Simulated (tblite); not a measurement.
C₅H₄O₂.
Structure used (GFN2-xTB), in Å, numbered top down from 1:
```
atom  x, y, z in Å
C1    -2.4036   -0.5556   -0.2664
C2    -1.2304   -0.0379    0.0013
C3    -0.3553    0.9853    0.5705
C4     0.2123   -0.0463   -0.0417
O5     1.3271   -0.6773   -0.4363
C6     2.5158   -0.1258   -0.1295
O7     2.6892    0.8885    0.4688
H8    -3.3103   -0.0642    0.0384
H9    -2.5007   -1.4846   -0.7996
H10   -0.2444    1.9003    1.0992
H11    3.3056   -0.7796   -0.5307
```

Computed values, GFN2-xTB/tblite, gas phase, harmonic and unscaled. This tight-binding method is rough: wavenumbers can miss measured ones by several per cent, in bad cases by 10 to 20. One conformer, not necessarily the lowest.

Harmonic wavenumbers (cm⁻¹): 55.7, 127.1, 212.8, 240.4, 363.8, 442.8, 493.5, 649.8, 689.2, 712.2, 809.9, 819.5, 895.8, 922.4, 978.9, 1024.4, 1063.9, 1149.7, 1334.8, 1413.9, 1677.3, 1784.9, 1990.3, 2855.3, 3108.7, 3129.9, 3231.7.

A = 9835, B = 1582, C = 1363 MHz; mass 96.021 u (most abundant isotopes); point group Cs, symmetry number 1.

Problem. What is the zero-point energy?

Solution. ½Σν̃ = 16089 cm⁻¹ = 46.00 kcal/mol.

Problem. Give the ideal-gas entropy at 273.15 K and 1 bar in the rigid-rotor, harmonic-oscillator model (classical rotation).

Solution. Translation 39.19, rotation 26.86, vibration 14.50: S = 80.5 cal/(mol K).

Problem. And Cp and H(273.15 K) − H(0)?

Solution. Cp = 24.50 cal/(mol K), of which vibrations give 16.55 (their classical limit is 27 R = 53.7); H(273.15 K) − H(0) = 4.34 kcal/mol without the zero-point energy, 2.17 from vibrations.

Problem. How do the functions run with temperature in this model?

Solution. 
```csv
T (K),S (cal/(mol K)),Cp (cal/(mol K)),H − H(0) (kcal/mol),G − H(0) (kcal/mol),ln q(vib)
150,68.5,16.6,1.81,-8.46,1.54
250,78.4,23.0,3.79,-15.82,2.96
298.15,82.8,26.1,4.97,-19.70,3.66
400,91.2,31.8,7.93,-28.57,5.18
600,105.8,39.9,15.17,-48.32,8.14
900,123.5,47.3,28.36,-82.82,12.30
```

q(vib) and H(0) count from the zero-point level.

Problem. Blend soft modes into free rotors: weight 1/[1 + (100 cm⁻¹/ν̃)⁴] for the oscillator and the rest for a rotor with moment μB/(μ + B), μ = h/(8π²ν), B = 10⁻⁴⁴ kg m². What vibrational entropy results?

Solution. 13.45 cal/(mol K) in place of 14.50, which changes −T·S at 273.15 K by +0.29 kcal/mol.

Hindered rotation and anharmonicity are outside this model. Other conformers, if any are populated, would add a mixing term that is left out.

Hardware: an x86-64 server with one thread, on a shared host. The figure is for the frequency step alone.
